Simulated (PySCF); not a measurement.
**Electron correlation in Ti(3+) (titanium, charge +3)**

Starting occupation: [Ar] 4p1, 4p3/2 with m_j = +3/2. Computed with PySCF 2.14 in x2c-TZVPall-2c (6s7p4d1f, 54 functions), with X2C-1e with screened-nucleus spin-orbit coupling, Gaussian nucleus. Frozen: [Ne]; 9 electrons correlated.

MP2 pair energies summed by pair of shells (mhartree):

```
       pair  energy  share (%)
3p3/2-3p3/2  -71.73       34.3
3p1/2-3p3/2  -71.27       34.1
3p1/2-3p1/2  -18.34        8.8
3p3/2-3s1/2  -13.67        6.5
3p3/2-4p3/2  -12.59        6.0
3s1/2-3s1/2   -7.11        3.4
3p1/2-3s1/2   -7.02        3.4
3p1/2-4p3/2   -6.06        2.9
3s1/2-4p3/2   -1.13        0.5
```

Total MP2 correlation energy: -208.91 mhartree.

This basis was not built for core-valence correlation, so the inner-shell part is incomplete.
